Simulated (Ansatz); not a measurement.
Stepwise reaction of `CB(N)N` with hydrogen, as a gas-phase model of exchange steps in deposition or etching. ΔE in kJ/mol; ΔG adds harmonic PBE0-D4 terms to CCSD(T)/CBS, at 1 bar.

Gas-phase electronic energies from Ansatz, PBE0-D4/def2-TZVP geometries. CCSD(T)/CBS is the MP2 limit (def2-TZVPP, def2-QZVPP) plus CCSD(T) − MP2 in def2-TZVPP, frozen cores. This one scheme is used for every species. DFT in def2-TZVPP. B3LYP here is the variant with VWN-RPA as its local correlation; programs differ in this. Each species was taken in one conformer, which may not be the lowest.

```tsv
step	reaction	PBE-D4	B3LYP-D4	ωB97M-V	CCSD(T)/CBS	ΔG(500 K)
1	`CB(N)N` + H₂ → `CBN` + NH₃	64.4	65.0	65.1	63.6	67.7
2	`CBN` + H₂ → `BC` + NH₃	130.9	126.4	125.4	122.8	113.6
```

(1) By hand: ΔE of the 2 steps together at CCSD(T)/CBS.

## Answers

(1) (63.6) + (122.8) = 186.4 kJ/mol, or 93.2 kJ/mol a step.

In ΔE each step is higher than the one before. All are uphill at CCSD(T)/CBS. ΔG lies between 67.7 and 113.6 kJ/mol a step. PBE-D4 differs from CCSD(T)/CBS by 0.8 to 8.1 kJ/mol a step. Isolated molecules leave out the surface, adducts and barriers. Largest T1 diagnostic: 0.011.
